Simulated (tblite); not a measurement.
C7H13BSe.
Numbering: `[CH3:1][Se:2]/[CH:3]=[CH:4]/[CH:5]=[CH:6]/[B:7]([CH3:8])[CH3:9]` (hydrogens: H10, H11, H12 on C1; H13 on C3; H14 on C4; H15 on C5; H16 on C6; H17, H18, H19 on C8; H20, H21, H22 on C9)

Computed with GFN2-xTB (tblite), gas phase: L-BFGS steps from a force-field or distance-geometry start until the largest atomic force falls under 0.01 eV/Å.

The end geometry, which sets the zero of energy:
```
atom  x, y, z in Å
C1      4.4690    0.9218   -0.1779
Se2     4.3212   -1.0139    0.0077
C3      2.4581   -1.2340    0.0807
C4      1.5188   -0.2805    0.0052
C5      0.1160   -0.5668    0.0748
C6     -0.8556    0.3643   -0.0209
B7     -2.3744    0.0836    0.0296
C8     -3.3974    1.2568   -0.2424
C9     -2.9236   -1.3646    0.3539
H10     4.0361    1.4029    0.6957
H11     3.9643    1.2365   -1.0880
H12     5.5286    1.1535   -0.2427
H13     2.1859   -2.2751    0.1968
H14     1.7957    0.7580   -0.1134
H15    -0.1497   -1.6080    0.2054
H16    -0.5190    1.3885   -0.1614
H17    -2.9412    2.1694   -0.6198
H18    -3.9135    1.5133    0.6834
H19    -4.1774    0.9586   -0.9415
H20    -2.6972   -2.0440   -0.4677
H21    -2.4551   -1.7931    1.2380
H22    -4.0002   -1.3932    0.5038
```

**Question.** These geometries come from the run, each turned onto the end geometry. Order them by energy, lowest first.
A.
```
atom  x, y, z in Å
C1      4.4604    0.9442   -0.2316
Se2     4.3367   -0.9675    0.1400
C3      2.4768   -1.2209    0.1742
C4      1.5222   -0.2993   -0.0186
C5      0.1221   -0.6012    0.0489
C6     -0.8561    0.3122   -0.1212
B7     -2.3751    0.0499   -0.0209
C8     -3.3568    1.2864   -0.0801
C9     -2.9658   -1.3976    0.2107
H10     3.9233    1.4950    0.5363
H11     4.0485    1.1482   -1.2171
H12     5.5151    1.2062   -0.2082
H13     2.2187   -2.2513    0.3824
H14     1.7830    0.7287   -0.2273
H15    -0.1337   -1.6310    0.2648
H16    -0.5237    1.3266   -0.3300
H17    -2.8914    2.1965   -0.4525
H18    -3.7165    1.5050    0.9258
H19    -4.2456    1.0935   -0.6776
H20    -2.3866   -2.1936   -0.2506
H21    -2.9719   -1.6024    1.2820
H22    -3.9939   -1.4936   -0.1302
```
B.
```
atom  x, y, z in Å
C1      4.4806    0.9081   -0.1893
Se2     4.3134   -1.0175    0.0679
C3      2.4503   -1.2171    0.1254
C4      1.5146   -0.2656   -0.0058
C5      0.1127   -0.5597    0.0497
C6     -0.8641    0.3588   -0.0960
B7     -2.3814    0.0770   -0.0142
C8     -3.4069    1.2697   -0.1672
C9     -2.9157   -1.3817    0.2855
H10     4.0509    1.4220    0.6668
H11     3.9779    1.1950   -1.1107
H12     5.5420    1.1299   -0.2632
H13     2.1657   -2.2508    0.2777
H14     1.7909    0.7687   -0.1568
H15    -0.1473   -1.5962    0.2238
H16    -0.5301    1.3779   -0.2729
H17    -2.9680    2.1905   -0.5464
H18    -3.8431    1.5002    0.8053
H19    -4.2437    1.0056   -0.8113
H20    -2.4758   -2.1263   -0.3748
H21    -2.6378   -1.6806    1.2964
H22    -3.9957   -1.4738    0.2094
```
C.
```
atom  x, y, z in Å
C1      4.4168    0.8836   -0.4820
Se2     4.3409   -0.7513    0.5791
C3      2.4879   -1.0652    0.6384
C4      1.5203   -0.2590    0.1832
C5      0.1260   -0.5944    0.2147
C6     -0.8490    0.2688   -0.1321
B7     -2.3722    0.0244   -0.0785
C8     -3.3036    1.2785    0.1702
C9     -2.9944   -1.4218   -0.2079
H10     4.0740    1.7325    0.1048
H11     3.8090    0.7601   -1.3756
H12     5.4585    1.0224   -0.7566
H13     2.2567   -2.0174    1.0980
H14     1.7664    0.7109   -0.2262
H15    -0.1235   -1.5905    0.5585
H16    -0.5151    1.2614   -0.4260
H17    -2.8176    2.2295   -0.0433
H18    -3.5804    1.2973    1.2263
H19    -4.2363    1.2438   -0.3889
H20    -2.3490   -2.1158   -0.7386
H21    -3.1627   -1.8421    0.7836
H22    -3.9631   -1.4217   -0.7017
```
D.
```
atom  x, y, z in Å
C1      4.4321    0.7297   -0.6124
Se2     4.3347   -0.7332    0.6780
C3      2.4693   -0.9271    0.8411
C4      1.5229   -0.1496    0.2988
C5      0.1197   -0.4498    0.3837
C6     -0.8480    0.3480   -0.1044
B7     -2.3652    0.0565   -0.1019
C8     -3.3776    1.1942    0.3096
C9     -2.9093   -1.3818   -0.4589
H10     4.0310    1.6298   -0.1543
H11     3.8631    0.4523   -1.4964
H12     5.4770    0.8714   -0.8729
H13     2.2139   -1.7946    1.4374
H14     1.7826    0.7289   -0.2788
H15    -0.1511   -1.3714    0.8865
H16    -0.5187    1.2943   -0.5272
H17    -2.9801    2.2012    0.2072
H18    -3.6223    1.0635    1.3647
H19    -4.3174    1.1353   -0.2333
H20    -2.2111   -1.9800   -1.0373
H21    -3.1025   -1.9236    0.4666
H22    -3.8536   -1.3602   -0.9965
```
E.
```
atom  x, y, z in Å
C1      4.7786    0.3115   -0.6716
Se2     4.2357   -0.0909    1.1689
C3      2.3749   -0.4696    0.9399
C4      1.4504    0.2635    0.3084
C5      0.0789   -0.1677    0.2785
C6     -0.9837    0.5423   -0.1354
B7     -2.4529    0.0496   -0.0960
C8     -3.6024    0.9895    0.4507
C9     -2.8501   -1.4060   -0.5731
H10     4.4851    1.3203   -0.9573
H11     4.3190   -0.4310   -1.3208
H12     5.8645    0.2185   -0.7126
H13     2.0834   -1.3752    1.4587
H14     1.7029    1.2001   -0.1682
H15    -0.0781   -1.1523    0.6967
H16    -0.8029    1.5470   -0.5038
H17    -3.3483    2.0459    0.4572
H18    -3.8234    0.7232    1.4861
H19    -4.5442    0.8780   -0.0854
H20    -2.0818   -1.8985   -1.1614
H21    -3.0437   -2.0408    0.2923
H22    -3.7724   -1.4232   -1.1525
```

**Answer.** B (0.003 eV), A (0.010 eV), C (0.041 eV), D (0.070 eV), E (0.226 eV).

In the order of the answer:

| step | E above end (eV) | largest force (eV/Å) | rms force component (eV/Å) | rms distance from end (Å) | rms bond change (Å) | bond most changed (Å) |
| --- | --- | --- | --- | --- | --- | --- |
| 198 | 0.003 | 0.05 | 0.015 | 0.119 | 0.001 | Se2–C3 -0.003 |
| 155 | 0.010 | 0.04 | 0.012 | 0.250 | 0.001 | C9–H20 -0.003 |
| 111 | 0.041 | 0.06 | 0.021 | 0.571 | 0.002 | C9–H20 -0.004 |
| 91 | 0.070 | 0.08 | 0.028 | 0.769 | 0.002 | Se2–C3 +0.005 |
| 24 | 0.226 | 0.20 | 0.059 | 1.072 | 0.008 | Se2–C3 +0.035 |

What follows is the cost of the whole relaxation. On Arm Neoverse V1, one thread, shared host with 32 logical CPUs at a one-minute load of 19, this took 2.1 s of wall time.
